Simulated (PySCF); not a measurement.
Simulation results for BH₄NSi, AlBFH₂N, CH₃BO₂, B₂FH₂ and others

All values are calculated (PySCF 2.14.0). Calculation on a computer-drawn molecule: optimised geometry and harmonic frequencies of an isolated molecule of the commonest isotopes, restricted reference for singlets and unrestricted otherwise, frozen core in MP2.

Common to all runs: multiplicity 1.

(1) BH₄NSi

Start structure:
```xyz
7
BH4NSi
B     -2.3304     1.5410     0.4993
N     -1.6273     0.2919     0.3850
Si    -0.8108    -1.0149     0.2666
H     -1.8865     2.5219    -0.0423
H     -3.2729     1.4911     1.1324
H     -0.9988    -1.9893    -0.8596
H      0.2939    -1.4818     1.1783
```

It was run with charge 0, method HF and basis cc-pV(D+d)Z.

The calculation gives: rotational constants 97.04, 5.29, 5.244 GHz; total energy -370.3873 hartree; convergence status largest gradient component 2.008e-05 hartree/bohr.

Drawn bonds:
| atom | other atom | order |
| --- | --- | --- |
| 1 | 2 | 1 |
| 2 | 3 | 2 |
| 1 | 4 | 1 |
| 1 | 5 | 1 |
| 3 | 6 | 1 |
| 3 | 7 | 1 |

Optimised structure:
```xyz
7
BH4NSi
B     -2.2932     1.4905     0.5021
N     -1.5855     0.3054     0.3774
Si    -0.7915    -1.0236     0.2375
H     -1.8918     2.4992    -0.0251
H     -3.3178     1.5252     1.1391
H     -1.0128    -1.9921    -0.8454
H      0.2598    -1.4447     1.1741
```

Modes:
| frequency (cm⁻¹) | reduced mass (dalton) |
| --- | --- |
| 141.4 | 3.643 |
| 245.4 | 3.316 |
| 436.9 | 1.008 |
| 716.8 | 1.16 |
| 752 | 1.237 |
| 866.1 | 3.512 |
| 1001 | 1.384 |
| 1082 | 1.105 |
| 1094 | 1.354 |
| 1318 | 1.193 |
| 1643 | 10.58 |
| 2376 | 1.056 |
| 2376 | 1.029 |
| 2623 | 1.052 |
| 2673 | 1.127 |

(2) AlBFH₂N

Start structure:
```xyz
6
AlBFH2N
F     -2.3538     2.8654    -0.0741
B     -1.4484     2.0381     0.4557
N     -0.5966     1.2767     0.9491
Al     0.5308     0.1826     1.6603
H      2.0780     0.6300     1.8568
H      0.1409    -1.2463     2.1456
```

It was run with charge 0, method HF and basis cc-pV(D+d)Z.

It finds rotational constants 132.9, 2.149, 2.115 GHz; total energy -421.7576 hartree; convergence status largest gradient component 1.791e-05 hartree/bohr.

Drawn bonds:
| atom | other atom | order |
| --- | --- | --- |
| 1 | 2 | 1 |
| 2 | 3 | 2 |
| 3 | 4 | 1 |
| 4 | 5 | 1 |
| 4 | 6 | 1 |

Optimised structure:
```xyz
6
AlBFH2N
F     -2.3206     2.8466    -0.0689
B     -1.4555     2.0478     0.4534
N     -0.6177     1.2739     0.9595
Al     0.5680     0.1795     1.6741
H      2.0620     0.6563     1.8370
H      0.1147    -1.2575     2.1383
```

Modes:
| frequency (cm⁻¹) | reduced mass (dalton) |
| --- | --- |
| 99.05 | 5.026 |
| 106.2 | 7.983 |
| 508.1 | 7.36 |
| 523.4 | 10.9 |
| 557 | 10.76 |
| 610.1 | 1.32 |
| 672.7 | 1.191 |
| 857.6 | 1.071 |
| 1186 | 15.08 |
| 1995 | 1.061 |
| 2006 | 1.029 |
| 2178 | 11.22 |

(3) CH₃BO₂

Start structure:
```xyz
7
CH3BO2
O      0.1650    -0.9153     4.0726
B     -0.1580    -0.7970     2.9156
C     -0.6636    -0.7494     1.4504
O     -0.1831    -1.8217     0.6516
H     -1.7477    -0.6177     1.4247
H     -0.2132     0.1417     0.9508
H     -0.4422    -2.6248     1.1525
```

It was run with charge 0, method HF and basis cc-pVDZ.

Results for CH₃BO₂: rotational constants 33.84, 4.223, 3.877 GHz; total energy -214.0791 hartree; convergence status largest gradient component 1.164e-05 hartree/bohr.

Drawn bonds:
| atom | other atom | order |
| --- | --- | --- |
| 1 | 2 | 2 |
| 2 | 3 | 1 |
| 3 | 4 | 1 |
| 3 | 5 | 1 |
| 3 | 6 | 1 |
| 4 | 7 | 1 |

Optimised structure:
```xyz
7
CH3BO2
O      0.1794    -0.8293     4.0861
B     -0.1578    -0.7936     2.9479
C     -0.6269    -0.7558     1.4547
O     -0.1468    -1.8391     0.7033
H     -1.7182    -0.6750     1.4191
H     -0.2333     0.1516     0.9964
H     -0.5393    -2.6429     1.0107
```

Modes:
| frequency (cm⁻¹) | reduced mass (dalton) |
| --- | --- |
| 208.3 | 5.856 |
| 301.6 | 1.371 |
| 393.1 | 2.18 |
| 597.6 | 8.107 |
| 841.4 | 4.759 |
| 954.5 | 1.739 |
| 1181 | 5.509 |
| 1261 | 1.056 |
| 1448 | 1.312 |
| 1509 | 1.234 |
| 1578 | 1.068 |
| 2173 | 12.17 |
| 3184 | 1.068 |
| 3259 | 1.095 |
| 4146 | 1.067 |

(4) B₂FH₂

Start structure:
```xyz
5
B2FH2
B     -1.8411    -1.7773     0.2264
B     -1.3325    -2.8035    -1.0971
F     -0.9777    -3.5192    -2.0207
H     -3.0103    -1.7015     0.3994
H     -0.9712    -1.2490     0.8321
```

Settings of this run: charge 1, method MP2 and basis cc-pVDZ.

The calculation gives: rotational constants 217.6, 6.93, 6.716 GHz; total energy -150.0001 hartree; convergence status largest gradient component 1.507e-05 hartree/bohr.

Drawn bonds:
| atom | other atom | order |
| --- | --- | --- |
| 1 | 2 | 1 |
| 2 | 3 | 1 |
| 1 | 4 | 1 |
| 1 | 5 | 1 |

Optimised structure:
```xyz
5
B2FH2
B     -1.8406    -1.7786     0.2246
B     -1.3343    -2.7999    -1.0927
F     -0.9738    -3.5265    -2.0300
H     -3.0182    -1.7003     0.4016
H     -0.9659    -1.2452     0.8366
```

Modes:
| frequency (cm⁻¹) | reduced mass (dalton) |
| --- | --- |
| 271.6 | 2.782 |
| 318.2 | 5.46 |
| 628.3 | 6.318 |
| 784.4 | 1.567 |
| 942.7 | 1.38 |
| 1152 | 1.108 |
| 1693 | 12.25 |
| 2706 | 1.041 |
| 2854 | 1.139 |

(5) CH₄OSi

Start structure:
```xyz
7
CH4OSi
C     -2.2204    -0.9267    -0.7136
O     -1.3393     0.0951    -1.1039
Si     0.0479     0.5368    -0.3309
H     -2.2950    -1.6625    -1.5147
H     -1.8848    -1.4295     0.1982
H     -3.2089    -0.5016    -0.5383
H      0.4209     1.6452    -1.2996
```

Settings of this run: charge 0, method MP2 and basis cc-pV(D+d)Z.

Results for CH₄OSi: rotational constants 45.9, 5.983, 5.478 GHz; total energy -404.3878 hartree; convergence status largest gradient component 1.443e-05 hartree/bohr.

Drawn bonds:
| atom | other atom | order |
| --- | --- | --- |
| 1 | 2 | 1 |
| 2 | 3 | 1 |
| 1 | 4 | 1 |
| 1 | 5 | 1 |
| 1 | 6 | 1 |
| 3 | 7 | 1 |

Optimised structure:
```xyz
7
CH4OSi
C     -2.2210    -0.9246    -0.7168
O     -1.3605     0.1263    -1.1610
Si     0.0373     0.5192    -0.3199
H     -2.2996    -1.6833    -1.5118
H     -1.8485    -1.4075     0.2060
H     -3.2234    -0.5097    -0.5247
H      0.4362     1.6363    -1.2747
```

Modes:
| frequency (cm⁻¹) | reduced mass (dalton) |
| --- | --- |
| 157.6 | 1.25 |
| 292.7 | 3.686 |
| 399.8 | 1.142 |
| 752.4 | 5.083 |
| 879.4 | 1.21 |
| 1119 | 4.892 |
| 1188 | 1.28 |
| 1210 | 1.515 |
| 1479 | 1.137 |
| 1493 | 1.046 |
| 1507 | 1.043 |
| 2086 | 1.044 |
| 3060 | 1.035 |
| 3162 | 1.102 |
| 3186 | 1.107 |

(6) BClH₃NSi

Start structure:
```xyz
7
BClH3NSi
B      0.0198    -1.2517    -1.1711
N      0.5352    -0.3313    -0.4803
Si     1.2440     0.9658     0.3456
Cl     3.1809     1.1426    -0.2469
H     -0.3828    -2.1065    -1.7716
H      1.2566     0.5744     1.8068
H      0.5027     2.1847     0.0984
```

Settings of this run: charge 0, method HF and basis cc-pV(D+d)Z.

It finds rotational constants 11.84, 2.467, 2.091 GHz; total energy -829.4254 hartree; convergence status largest gradient component 1.048e-05 hartree/bohr.

Drawn bonds:
| atom | other atom | order |
| --- | --- | --- |
| 1 | 2 | 2 |
| 2 | 3 | 1 |
| 3 | 4 | 1 |
| 1 | 5 | 1 |
| 3 | 6 | 1 |
| 3 | 7 | 1 |

Optimised structure:
```xyz
7
BClH3NSi
B      0.0330    -1.2684    -1.1723
N      0.5269    -0.3372    -0.5125
Si     1.2326     0.9241     0.3659
Cl     3.2024     1.1988    -0.2259
H     -0.4363    -2.1450    -1.7914
H      1.2624     0.6126     1.8014
H      0.5355     2.1931     0.1157
```

Modes:
| frequency (cm⁻¹) | reduced mass (dalton) |
| --- | --- |
| 114.5 | 4.296 |
| 173.7 | 3.11 |
| 298.3 | 8.868 |
| 548 | 15.18 |
| 678.9 | 1.295 |
| 767.1 | 7.585 |
| 804.8 | 1.068 |
| 831.2 | 1.357 |
| 833.3 | 1.347 |
| 976.5 | 1.117 |
| 1046 | 1.058 |
| 1980 | 5.245 |
| 2362 | 1.055 |
| 2367 | 1.028 |
| 2996 | 1.194 |
